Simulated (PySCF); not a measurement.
Excitations are Tamm–Dancoff values on a coarser integration grid. The basis has no diffuse functions, so Rydberg states are missing or too high.

Species: F4Sn, SMILES `[F][Sn]([F])([F])[F]` (charge 0, multiplicity 1).

### Question
Predict the brightest of the four lowest singlets (TDA), HOMO and LUMO from TPSSh-D3(BJ)/def2-TZVP // CAM-B3LYP-D3(BJ)/def2-TZVP (PySCF 2.14.0).

### Answer

```yaml
brightest of the four lowest singlets (TDA): 6.90 eV
HOMO: -11.25 eV
LUMO: -4.05 eV
```
